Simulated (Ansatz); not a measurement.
Relaxation of BrClF3H2OTa (9 atoms, charge 0, multiplicity 1), to a largest force component of 0.03 eV/Å in at most 50 steps.

Method: RKS PBE/def2-SVP (Ansatz 0.2.0).

```xyz
9
Properties=species:S:1:pos:R:3:forces:R:3
Ta -0.202 0.261 0.047 0.83 0.03 -0.03
Cl 2.231 0.505 0.052 -0.72 -0.13 0.04
F -0.019 0.384 1.929 0.00 -0.01 0.01
O -0.050 -0.448 -1.692 -0.09 0.06 0.07
H 0.211 -1.096 -2.362 0.06 -0.07 -0.05
F -0.942 1.927 -0.323 0.00 -0.01 0.00
F -1.611 -0.935 0.408 -0.03 -0.02 0.01
Br 1.470 -3.094 0.912 0.72 1.06 -0.03
H 2.404 -1.910 0.906 -0.77 -0.92 -0.03
```

Task: Where does it end, and by what steps?

Result: The forces met the threshold. After 10 steps the energy has fallen by 0.126 eV; Br8 moved furthest, 0.54 Å. Joined: Ta1–Br8 (3.85 → 3.18 Å).

| step | energy less start (eV) | largest force component (eV/Å) | accepted |
| --- | --- | --- | --- |
| 0 | 0.0000 | 1.058 | yes |
| 1 | -0.0702 | 0.494 | yes |
| 2 | -0.0897 | 0.104 | yes |
| 3 | -0.0940 | 0.088 | yes |
| 4 | -0.1130 | 0.382 | yes |
| 5 | -0.1167 | 0.312 | yes |
| 6 | -0.1232 | 0.117 | yes |
| 7 | -0.1156 | 0.622 | no |
| 8 | -0.1246 | 0.034 | yes |
| 9 | -0.1254 | 0.071 | yes |
| 10 | -0.1258 | 0.026 | yes |

```xyz
9
Properties=species:S:1:pos:R:3
Ta -0.118 0.155 0.085
Cl 2.223 0.627 0.051
F 0.046 0.263 1.975
O 0.015 -0.545 -1.666
H 0.282 -1.192 -2.336
F -0.884 1.815 -0.269
F -1.627 -0.945 0.420
Br 1.161 -2.668 0.811
H 2.394 -1.915 0.806
```

Whether the end is a true minimum wasn't checked by a vibrational analysis.

Time of the run: 21 s on 4 threads of Intel(R) Xeon(R) Platinum 8375C CPU @ 2.90GHz (Ice Lake), with other jobs on the host, peak memory 0.26 GiB.
